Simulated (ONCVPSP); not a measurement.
**Plane-wave convergence, ONCV potential for Sr**

ONCVPSP 4.0.1 input, shortened (lines: element, Z, core and valence counts, functional; n l f; lmax; l rc ep ncon nbas qcut; lloc lpopt rc5 dvloc0; l nproj debl; icmod fcfact rcfact), PBEsol, scalar-relativistic:

```
  Sr 38.00    8    1  -116133      upf
    1    0    2.00
    2    0    2.00
    2    1    6.00
    3    0    2.00
    3    1    6.00
    3    2   10.00
    4    0    2.00
    4    1    6.00
    5    0    1.50
    2
    0    3.95    0.00    4    8    2.10
    1    4.10    0.02    4    8    2.10
    2    3.65    0.16    3    6    2.80
    4    5    2.55    0.00
    0    2    1.20
    1    2    3.30
    2    2    2.80
    0    0.00    0.00
```

In the p channel the program set the typed energies aside and used 0.050, 3.350 Ha. In the d channel the program set the typed energies aside and used -0.143, 2.657 Ha.

Problem. For each optimised wave give the share of its norm inside rc, the residual kinetic energy above qcut (Ha) and the cutoffs (Ha) for errors of 10, 1, 0.1 and 0.01 mHa per electron.

Solution.

| wave | norm inside rc | residual KE | 10 mHa | 1 mHa | 0.1 mHa | 0.01 mHa |
| --- | --- | --- | --- | --- | --- | --- |
| 5s | 0.510 | 5.2e-05 | 0.8 | 1.5 | 2.2 | 6.8 |
| s projector 2 | 0.283 | 2.3e-02 | 2.8 | 6.2 | 13.5 | 16.0 |
| p projector 1 | 0.175 | 4.3e-05 | 0.4 | 1.3 | 2.0 | 4.1 |
| p projector 2 | 0.174 | 3.8e-01 | 14.9 | 17.4 | 24.8 | 38.3 |
| d projector 1 | 0.712 | 1.3e-03 | 3.1 | 4.3 | 11.2 | 24.2 |
| d projector 2 | 0.230 | 4.1e-02 | 12.7 | 21.0 | 47.9 | not reached |

The occupied waves need 1.5 Ha and 2.2 Ha for 1 and 0.1 mHa. The cutoffs count occupied waves only; projector 2 of the d channel, the hardest unoccupied one, needs 21 Ha at the loose tolerance. Note: no bound ghost flagged; GHOST(+) flagged for s at 15.0 eV, d at 74.4 eV, p at 90.6 eV.
